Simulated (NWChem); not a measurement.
System: tetrafluoroborate (BF$_{4}$ anion); SMILES F[B-](F)(F)F

Output (shortened):

```
             Northwest Computational Chemistry Package (NWChem) 7.3.0
             --------------------------------------------------------

 C1  symmetry detected

                             Geometry "geometry" -> ""
                             -------------------------

 Output coordinates in angstroms (scale by  1.889725989 to convert to a.u.)

  No.       Tag          Charge          X              Y              Z
 ---- ---------------- ---------- -------------- -------------- --------------
    1 F                    9.0000     0.12897681     0.12900584     1.40257032
    2 B                    5.0000    -0.00000060     0.00000026    -0.00000310
    3 F                    9.0000    -0.56426396    -1.25994698    -0.30765842
    4 F                    9.0000    -0.84008386     1.02576086    -0.49252636
    5 F                    9.0000     1.27537135     0.10518012    -0.60238381

 Effective nuclear repulsion energy (a.u.)     178.6931501764

                                 NWChem DFT Module
                                 -----------------

 Summary of "ao basis" -> "ao basis" (spherical)
 ------------------------------------------------------------------------------
       Tag                 Description            Shells   Functions and Types
 ---------------- ------------------------------  ------  ---------------------
 F                        aug-cc-pvdz                9       23   4s3p2d
 B                        aug-cc-pvdz                9       23   4s3p2d

            General Information
            -------------------
          SCF calculation type: DFT
          Wavefunction type:  closed shell.
          No. of atoms     :     5
          No. of electrons :    42
           Alpha electrons :    21
            Beta electrons :    21
          Charge           :    -1
          Spin multiplicity:     1
          Use of symmetry is: off; symmetry adaption is: off
          Maximum number of iterations: 150
          AO basis - number of functions:   115
                     number of shells:    45
          Convergence on energy requested:  1.00D-06
          Convergence on density requested:  1.00D-05
          Convergence on gradient requested:  5.00D-04

              XC Information
              --------------
                     Hartree-Fock (Exact) Exchange  1.000
                   CAM-Becke88 Exchange Functional  1.000
                      VWN V Correlation Functional  0.190 local
              Lee-Yang-Parr Correlation Functional  0.810

           Range-Separation Parameters
           ---------------------------
           Alpha           :  0.19
           Beta            :  0.46
           Gamma           :  0.33
           Short-Range HF  :     F

             Grid Information
             ----------------
          Grid used for XC integration:  medium
          Radial quadrature: Mura-Knowles
          Angular quadrature: Lebedev.
          Tag              B.-S. Rad. Rad. Pts. Rad. Cut. Ang. Pts.
          ---              ---------- --------- --------- ---------
          F                   0.50       49          10.0       434
          B                   0.85       49          11.0       434
          Grid pruning is: on
          Number of quadrature shells:   245
          Spatial weights used:  Erf1

      Superposition of Atomic Density Guess
      -------------------------------------

 Sum of atomic energies:        -422.08747075

 Renormalizing density from      41.00 to     42

      Non-variational initial energy
      ------------------------------

 Total energy =    -428.885316
 1-e energy   =    -967.433797
 2-e energy   =     359.855331
 HOMO         =      -0.241534
 LUMO         =       0.184277

     ---------------------------------------------
      Total Density - Mulliken Population Analysis
     ---------------------------------------------

    Atom       Charge   Shell Charges
 -----------   ------   -------------------------------------------------------
    1 F    9     9.73   2.00  0.87  1.02  0.11  3.30  2.21  0.22  0.00  0.00
    2 B    5     3.07   2.01  0.45 -0.28 -0.01  0.85 -0.18 -0.01  0.25 -0.01
    3 F    9     9.73   2.00  0.87  1.02  0.11  3.30  2.21  0.22  0.00  0.00
    4 F    9     9.73   2.00  0.87  1.02  0.11  3.30  2.21  0.22  0.00  0.00
    5 F    9     9.73   2.00  0.87  1.02  0.11  3.30  2.21  0.22  0.00  0.00

   convergence    iter        energy       DeltaE   RMS-Dens  Diis-err
 ---------------- ----- ----------------- --------- --------- ---------
 d= 0,ls=0.0,diis     1   -424.3869462814 -6.03D+02  1.23D-02  1.00D+00
 d= 0,ls=0.0,diis     2   -424.4718299636 -8.49D-02  2.55D-03  2.09D-01
 d= 0,ls=0.0,diis     3   -424.4915127639 -1.97D-02  3.82D-04  3.22D-03
 d= 0,ls=0.0,diis     4   -424.4918332666 -3.21D-04  1.10D-04  5.98D-04
 d= 0,ls=0.0,diis     5   -424.4918762483 -4.30D-05  4.26D-05  4.75D-06
 d= 0,ls=0.0,diis     6   -424.4918770010 -7.53D-07  3.26D-06  3.52D-08

         Total DFT energy =     -424.491877000995
      One electron energy =     -957.206881598641
           Coulomb energy =      400.195987802554
    Exchange-Corr. energy =      -46.174133381319
 Nuclear repulsion energy =      178.693150176410

 Numeric. integr. density =       42.000005089867

                       DFT Final Molecular Orbital Analysis
                       ------------------------------------

 Vector   19  Occ=2.000000D+00  E=-2.353580D-01
              MO Center=  5.4D-03,  8.4D-02, -4.3D-01, r^2= 2.3D+00
   Bfn.  Coefficient  Atom+Function         Bfn.  Coefficient  Atom+Function
  ----- ------------  ---------------      ----- ------------  ---------------
    98      0.385380  5 F  py                74     -0.334674  4 F  px
    51      0.322309  3 F  px               101      0.255670  5 F  py
    77     -0.222030  4 F  px                54      0.213826  3 F  px
    75     -0.211277  4 F  py                52     -0.143019  3 F  py
    78     -0.140166  4 F  py                76      0.130831  4 F  pz

 Vector   20  Occ=2.000000D+00  E=-2.353574D-01
              MO Center=  5.6D-03,  2.3D-01,  1.7D-01, r^2= 2.4D+00
   Bfn.  Coefficient  Atom+Function         Bfn.  Coefficient  Atom+Function
  ----- ------------  ---------------      ----- ------------  ---------------
     5      0.352692  1 F  px                76      0.347520  4 F  pz
    99     -0.293176  5 F  pz                 8      0.233984  1 F  px
    79      0.230552  4 F  pz                 6     -0.211725  1 F  py
    51     -0.210608  3 F  px               102     -0.194500  5 F  pz
    75      0.160325  4 F  py                 9     -0.140463  1 F  py

 Vector   21  Occ=2.000000D+00  E=-2.353572D-01
              MO Center= -1.1D-02, -3.1D-01,  2.6D-01, r^2= 2.3D+00
   Bfn.  Coefficient  Atom+Function         Bfn.  Coefficient  Atom+Function
  ----- ------------  ---------------      ----- ------------  ---------------
    53      0.411845  3 F  pz                 6      0.364115  1 F  py
    56      0.273227  3 F  pz                 9      0.241562  1 F  py
    99     -0.217065  5 F  pz                 5      0.209542  1 F  px
    98     -0.165943  5 F  py               102     -0.144006  5 F  pz
    76     -0.142016  4 F  pz                 8      0.139015  1 F  px

 Vector   22  Occ=0.000000D+00  E= 1.678649D-01
              MO Center= -7.2D-03, -2.6D-02, -1.8D-01, r^2= 2.1D+01
   Bfn.  Coefficient  Atom+Function         Bfn.  Coefficient  Atom+Function
  ----- ------------  ---------------      ----- ------------  ---------------
    36      1.472755  2 B  pz                13     -0.406348  1 F  pz
    82     -0.327189  4 F  pz               105     -0.325773  5 F  pz
    59     -0.320622  3 F  pz                34      0.212448  2 B  px
    33      0.128755  2 B  pz                44     -0.079417  2 B  d  0
    80     -0.067239  4 F  px                35      0.065183  2 B  py

 Vector   23  Occ=0.000000D+00  E= 1.678797D-01
              MO Center=  1.5D-02, -1.1D-01,  1.0D-01, r^2= 2.1D+01
   Bfn.  Coefficient  Atom+Function         Bfn.  Coefficient  Atom+Function
  ----- ------------  ---------------      ----- ------------  ---------------
    34      1.150200  2 B  px                35     -0.937943  2 B  py
   103     -0.302739  5 F  px                80     -0.294324  4 F  px
    81      0.259822  4 F  py                11     -0.244875  1 F  px
    57     -0.235456  3 F  px                58      0.222532  3 F  py
    12      0.200760  1 F  py               104      0.195453  5 F  py

 Vector   24  Occ=0.000000D+00  E= 1.678842D-01
              MO Center= -8.0D-03,  1.4D-01,  8.1D-02, r^2= 2.1D+01
   Bfn.  Coefficient  Atom+Function         Bfn.  Coefficient  Atom+Function
  ----- ------------  ---------------      ----- ------------  ---------------
    35      1.155050  2 B  py                34      0.921986  2 B  px
    58     -0.321712  3 F  py                81     -0.262499  4 F  py
   103     -0.252637  5 F  px               104     -0.251104  5 F  py
    12     -0.246529  1 F  py                57     -0.230445  3 F  px
    11     -0.196793  1 F  px                36     -0.184119  2 B  pz

     ---------------------------------------------
      Total Density - Mulliken Population Analysis
     ---------------------------------------------

    Atom       Charge   Shell Charges
 -----------   ------   -------------------------------------------------------
    1 F    9     9.53   2.01  0.88  0.98  0.16  3.36  1.91  0.23  0.00 -0.00
    2 B    5     3.87   2.03  0.49 -0.38 -0.01  1.43 -0.08 -0.02  0.41 -0.00
    3 F    9     9.53   2.01  0.88  0.98  0.16  3.36  1.91  0.23  0.00 -0.00
    4 F    9     9.53   2.01  0.88  0.98  0.16  3.36  1.91  0.23  0.00 -0.00
    5 F    9     9.53   2.01  0.88  0.98  0.16  3.36  1.91  0.23  0.00 -0.00

     -------------------------------------------
      Total Density - Lowdin Population Analysis
     -------------------------------------------

    Atom       Charge   Shell Charges
 -----------   ------   -------------------------------------------------------
    1 F    9     9.08   1.92  0.88  0.71  0.13  3.20  1.90  0.29  0.00  0.05
    2 B    5     5.67   1.74  0.42  0.13  0.04  1.19  0.45  0.04  1.10  0.56
    3 F    9     9.08   1.92  0.88  0.71  0.13  3.20  1.90  0.29  0.00  0.05
    4 F    9     9.08   1.92  0.88  0.71  0.13  3.20  1.90  0.29  0.00  0.05
    5 F    9     9.08   1.92  0.88  0.71  0.13  3.20  1.90  0.29  0.00  0.05

     Multipole analysis of the density
     ---------------------------------

     L   x y z        total         alpha         beta         nuclear
     -   - - -        -----         -----         ----         -------
     0   0 0 0     -1.000000    -21.000000    -21.000000     41.000000

     1   1 0 0      0.000006      0.000003      0.000003      0.000000
     1   0 1 0      0.000006      0.000003      0.000003      0.000000
     1   0 0 1     -0.000005     -0.000003     -0.000003      0.000000

     2   2 0 0    -24.033816    -54.880529    -54.880529     85.727242
     2   1 1 0     -0.000008     -0.000004     -0.000004      0.000000
     2   1 0 1     -0.000008     -0.000004     -0.000004     -0.000000
     2   0 2 0    -24.033856    -54.880795    -54.880795     85.727734
     2   0 1 1     -0.000001     -0.000000     -0.000000      0.000000
     2   0 0 2    -24.033769    -54.879925    -54.879925     85.726081
```

Level: CAM-B3LYP/aug-cc-pVDZ. All runs use the structure optimised with B3LYP/def2-SVPD.

### Question
Write an input that gives this output.

### Answer
Several could match; the one computed here: the input that was run:
```
start job
memory heap 200 mb stack 900 mb global 1100 mb
charge -1
geometry units angstroms noautoz
  F      0.559251     0.952874    -0.883035
  B     -0.000001    -0.000002     0.000002
  F     -0.715544    -0.968019    -0.742597
  F      1.034798    -0.633592     0.726816
  F     -0.878506     0.648739     0.898814
end
basis spherical
  * library aug-cc-pvdz
end
dft
  xc xcamb88 1.00 lyp 0.81 vwn_5 0.19 hfexch 1.00
  cam 0.33 cam_alpha 0.19 cam_beta 0.46
  iterations 150
  mulliken
end
task dft energy
```
